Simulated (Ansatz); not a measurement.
`[F][MgH]` + `CNC` → `C[N](C)[MgH]` + H–F at 700 K and 1 bar (ligand exchange at a Mg–F bond).

Program: Ansatz. Geometries: PBE0-D4/def2-TZVP. ΔE: electronic, gas phase. CCSD(T)/CBS adds triple-zeta CCSD(T) − MP2 to the extrapolated MP2 energy (def2 sets, frozen cores). This one scheme is used for every species. For Mg outer-core shells are correlated without core-valence functions, which leaves a few kJ/mol of doubt a bond.

```tsv
species	CCSD(T)/CBS energy (Eh)	H − E (kJ/mol)	S (J/(mol·K))
`[F][MgH]`	-300.33731	49.9	271.5
`CNC`	-135.00321	296.9	352.4
`C[N](C)[MgH]`	-334.89311	297.6	426.5
H–F	-100.39570	45.2	198.5
```

H − E and S are ideal-gas, rigid-rotor, harmonic terms from PBE0-D4/def2-TZVP. 1 Eh = 2625.50 kJ/mol, R = 8.31446 J/(mol·K).

Task: By hand: ΔE, ΔH, ΔS and ΔG.

Result: ΔE = (-334.89311) + (-100.39570) − (-300.33731) − (-135.00321) = 0.05171 Eh = 135.8 kJ/mol. Δ(H − E) = 297.6 + 45.2 − 49.9 − 296.9 = -4.0, so ΔH = 131.8 kJ/mol. ΔS = 426.5 + 198.5 − 271.5 − 352.4 = 1.1 J/(mol·K). ΔG = 131.8 − 700 × (1.1)/1000 = 131.0 kJ/mol.

Task: By hand: the equilibrium constant, and the temperature at which ΔG would vanish if ΔH and ΔS stayed fixed.

Result: log₁₀ K = −ΔG/(RT ln 10) = -9.8. ΔG = 0 at ΔH/ΔS = 119818 K, far beyond where these terms or the molecules hold.

The number of gas molecules stays the same, so ΔS is small and ΔH decides. A doubt of 5 kJ/mol in ΔE shifts log₁₀ K by 0.4 here. These are equilibria of isolated gas molecules and say nothing of rates. Largest T1 diagnostic: 0.011 (customary marks: 0.02 for closed shells, 0.045 for open ones).
